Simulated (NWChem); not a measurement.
C3H3BF2; SMILES C#CB(F)CF

```xyz
9

C      1.3571     2.0668     0.0000
C      0.4844     1.2186     0.0000
B     -0.5792     0.1240     0.0000
F     -1.8654     0.4579     0.0000
C     -0.2524    -1.4157     0.0000
F      1.0876    -1.7030     0.0000
H      2.1277     2.8178     0.0000
H     -0.7329    -1.8845     0.8820
H     -0.7329    -1.8845    -0.8820
```
Atoms are numbered in this order, from 1.

Program: NWChem. Pople sets run with spherical d functions. Geometry: optimised at PBE0/def2-SVP. Atomic charges in e: unrestrained fits to the electrostatic potential beside Mulliken populations; buried atoms are poorly determined by the fit.

Problem. Estimate the computed values for Hartree-Fock/6-31G*. Quantities: ESP C1; Mulliken C1; ESP C2; Mulliken C2; ESP B3; Mulliken B3; ESP F4; Mulliken F4; ESP C5; Mulliken C5; relative RMS misfit of the potential (%).

Solution. 
```json
{
 "ESP C1": "-0.25",
 "Mulliken C1": "-0.25",
 "ESP C2": "-0.27",
 "Mulliken C2": "-0.19",
 "ESP B3": "0.74",
 "Mulliken B3": "0.70",
 "ESP F4": "-0.36",
 "Mulliken F4": "-0.38",
 "ESP C5": "0.07",
 "Mulliken C5": "-0.07",
 "relative RMS misfit of the potential (%)": "20"
}
```
